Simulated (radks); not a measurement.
The numbers below are computed, except where a source is named.
Question: Radial electron density D(r) = 4 pi r^2 rho(r) of an atom or ion with 48 electrons. Code: a radial shooting solver on a logarithmic mesh with Libxc functionals. Model: Dirac Kohn-Sham, LDA (Slater exchange, Perdew-Wang correlation), spin-unpolarised, spherical densities, finite nucleus; Fermi nuclear charge, rms radius of each element as measured or else 0.836 A^(1/3) + 0.57 fm.

| r (bohr) | D(r) (e/bohr) |
|---|---|
| 0.001186 | 1.970 |
| 0.001569 | 3.201 |
| 0.002093 | 5.208 |
| 0.002791 | 8.329 |
| 0.003693 | 12.86 |
| 0.004926 | 19.52 |
| 0.006518 | 28.19 |
| 0.008693 | 39.07 |
| 0.0115 | 50.23 |
| 0.01534 | 59.66 |
| 0.02046 | 63.74 |
| 0.02707 | 61.25 |
| 0.03611 | 55.92 |
| 0.04778 | 56.39 |
| 0.06372 | 67.53 |
| 0.08499 | 79.39 |
| 0.1125 | 75.14 |
| 0.15 | 58.96 |
| 0.1984 | 56.53 |
| 0.2647 | 65.34 |
| 0.353 | 52.89 |
| 0.4671 | 27.17 |
| 0.623 | 19.40 |
| 0.8243 | 21.87 |
| 1.099 | 15.99 |
| 1.455 | 7.752 |
| 1.94 | 3.204 |
| 2.588 | 1.321 |
| 3.424 | 0.4398 |
| 4.567 | 0.07976 |
| 6.042 | 0.006635 |
| 8.059 | 0.0001675 |

What is the nuclear charge?

Answer: Z = 49. The innermost maximum, from 1s, lies near gamma/Z bohr with gamma = sqrt(1 - (Z/c)^2) = 0.934, here 0.0191 bohr (found: 0.0210), and its height grows with Z. The density is that of the indium ion In+ in [Kr] 4d10 5s2; the configuration itself is not fixed sharply by these data, and Z only to a few units. D(r) has 4 maxima, at r = 0.0210, 0.0921, 0.271, 0.805 bohr, and minima at 0.0414, 0.177, 0.594 bohr, inside which lie 2.04, 11.17, 29.01 electrons.
